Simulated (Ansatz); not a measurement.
Species: C2H6Si, SMILES `C=C[SiH3]` (charge 0, multiplicity 1).

Task: Give a relaxed geometry from Ansatz (a quantum-chemistry and plane-wave program) with B3LYP-D3(BJ)/def2-TZVP.

Result: the end point of this relaxation (outside a Z-matrix the atoms follow the SMILES, hydrogens last).
Bond lengths (Å): C1–C2 1.332, C1–H4 1.085, C1–H5 1.085, C2–Si3 1.863, C2–H6 1.088, Si3–H7 1.484, Si3–H8 1.484, Si3–H9 1.482. Angles (°): C2–C1–H4 121.8, C2–C1–H5 122.2, H4–C1–H5 116.0, C1–C2–Si3 123.6, C1–C2–H6 118.0, Si3–C2–H6 118.4, C2–Si3–H7 110.7, C2–Si3–H8 110.7, C2–Si3–H9 109.1, H7–Si3–H8 107.6, H7–Si3–H9 109.4, H8–Si3–H9 109.4.
